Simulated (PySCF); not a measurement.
Hf(Cl)2(OH) (Cl2HHfO), SMILES [OH][Hf+]([Cl])[Cl], charge +1, multiplicity 1. Heavy atoms are numbered as in [Hf+:1]([Cl:2])([Cl:3])[OH:4]. Hydrogens are named by the atom that carries them.

The structure is a stationary point at PBE-D3(BJ)/def2-SVP. The multiplicity is an assumed one; other spin states were not compared. The isomer is the one that the SMILES or the coordinates give; other isomers of the formula were not compared. The def2 effective core potentials stand for the cores of Hf; spin–orbit coupling is left out. Other conformers were not sampled.

Level of theory: HF/def2-TZVPD in PySCF.

Mulliken values depend strongly on the basis, most of all with diffuse functions as here. ESP charges are fitted to the potential on shells at 1.4 to 2.0 van der Waals radii. Atomic charges (e), one atom of each kind:

```csv
atom,Mulliken,ESP fit
Hf1,2.10,?
Cl2,-0.44,?
O4 (OH),-0.58,?
H on O4,0.37,?
```

**Question.** Fill in the missing entries. (The exact figures need the calculation; the answer reports its results.)

**Answer.** 
- Hf1, ESP fit: 2.04
- Cl2, ESP fit: -0.31
- O4 (OH), ESP fit: -0.96
- H on O4, ESP fit: 0.55
